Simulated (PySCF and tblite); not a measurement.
Results of a calculation; reference values are marked as such.
Stationary points of C2H10B3N at PBE0-D3(BJ)/def2-SVP, in Å:

Structure A

```
 1 B     1.765    0.304   -1.078
 2 N     0.956   -0.057    0.048
 3 B     1.597   -0.505    1.250
 4 B    -0.518    0.032   -0.027
 5 C    -1.333    0.651    1.163
 6 C    -1.275   -0.494   -1.298
 7 H     1.247    0.666   -2.109
 8 H     2.967    0.284   -0.973
 9 H     0.936   -0.796    2.219
10 H     2.797   -0.627    1.269
11 H    -0.800    0.702    2.122
12 H    -2.312    0.169    1.307
13 H    -1.557    1.693    0.858
14 H    -2.171    0.099   -1.538
15 H    -1.649   -1.500   -1.025
16 H    -0.657   -0.612   -2.199
```

Structure B

```
 1 B     1.687   -0.215   -1.104
 2 N     0.906    0.007    0.113
 3 B     1.678    0.242    1.274
 4 B    -0.539   -0.006    0.018
 5 C    -1.457    0.248    1.272
 6 C    -1.177   -0.277   -1.402
 7 H     2.013    0.723   -1.798
 8 H     2.023   -1.337   -1.416
 9 H     1.156    0.442    2.345
10 H     2.890    0.242    1.179
11 H    -1.125   -0.304    2.164
12 H    -2.511    0.002    1.075
13 H    -1.415    1.318    1.543
14 H    -1.948    0.475   -1.637
15 H    -1.708   -1.245   -1.373
16 H    -0.473   -0.316   -2.252
```

Structure C

```
 1 B     1.760   -0.558   -0.988
 2 N     0.957    0.030    0.047
 3 B     1.620    0.660    1.153
 4 B    -0.518   -0.011   -0.026
 5 C    -1.383    0.000    1.287
 6 C    -1.247   -0.066   -1.418
 7 H     2.962   -0.554   -0.878
 8 H     1.237   -1.082   -1.941
 9 H     0.978    1.151    2.050
10 H     2.826    0.724    1.161
11 H    -0.872   -0.372    2.186
12 H    -2.328   -0.547    1.148
13 H    -1.671    1.048    1.494
14 H    -2.231    0.428   -1.375
15 H    -1.455   -1.128   -1.648
16 H    -0.672    0.336   -2.263
```

Level: PBE0/pcSseg-1 + D3(BJ) on PBE0-D3(BJ)/def2-SVP stationary points, with GFN2-xTB thermal terms.

Problem. Which structure is a saddle point, and along which motion?

Solution. B: one imaginary mode (194i cm⁻¹ at GFN2-xTB, mostly on H8, H7), along the rotation about the B1–N2 bond (torsion H–B1–N2–B3 from 179° to 363°, rising).

Problem. Give their symmetry and energies above the lowest.

Solution. A C2, 0.6 kcal/mol; B C1, 8.8 kcal/mol; C C2, 0.0 kcal/mol.
